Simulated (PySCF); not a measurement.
Input file for PySCF: R-HF/3-21G on AlBrFH2N (SMILES [NH2][Al]([F])[Br]), a point of a torsion scan.

```python
from pyscf import gto, scf, dft, mp
from pyscf.data.elements import chemcore

mol = gto.M(
    atom='''
    N    -1.03621868   -0.09257055   -0.14102668
    Al    0.73184780   -0.03528782   -0.23697157
    F     1.65669681    0.19769333    1.10869223
    Br    1.76755079   -0.04978554   -2.22252685
    H    -1.62900401   -0.82672053   -0.50243890
    H    -1.50050741    0.29576774    0.67108011
    ''',
    basis='3-21g',
    charge=0, spin=0, verbose=3, max_memory=1800)
mf = scf.RHF(mol)
mf.conv_tol = 1e-8
mf.max_cycle = 100
mf.kernel()
if not mf.converged:
    mf = mf.newton().run(mf.mo_coeff, mf.mo_occ)
```

The log:

```
converged SCF energy = -2955.03352113409
```

The calculation finished and met its thresholds.

Cost: very roughly 0.6 core-seconds.
